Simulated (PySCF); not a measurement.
## How methods differ on the excitation energy of Tl⁺

Tl⁺ [Xe] 4f14 5d10 6s2 (1S) → Tl⁺ [Xe] 4f14 5d9 6s2 6p1 (high-spin determinant), as a difference of total energies. Calculation: PySCF 2.14, in aug-cc-pVTZ-PP with one added diffuse shell each of d, f type with ECP60MDF (6s5p5d3f, 67 functions); scalar relativity through the core potential. The calculations carry no spin-orbit coupling.

```json
{"method": "UHF", "excitation energy (eV)": "14.659"}
{"method": "LDA", "excitation energy (eV)": "15.441"}
{"method": "PBE", "excitation energy (eV)": "15.356"}
{"method": "PBE0", "excitation energy (eV)": "15.332"}
{"method": "r2SCAN", "excitation energy (eV)": "15.438"}
{"method": "B3LYP", "excitation energy (eV)": "15.317"}
{"method": "BHandHLYP", "excitation energy (eV)": "15.252"}
{"method": "CAM-B3LYP", "excitation energy (eV)": "15.159"}
{"method": "B97-3", "excitation energy (eV)": "15.502"}
```

The determinant of the upper state mixes LS terms, which raises its energy above the lowest term, most at the Hartree-Fock and MP2 levels.
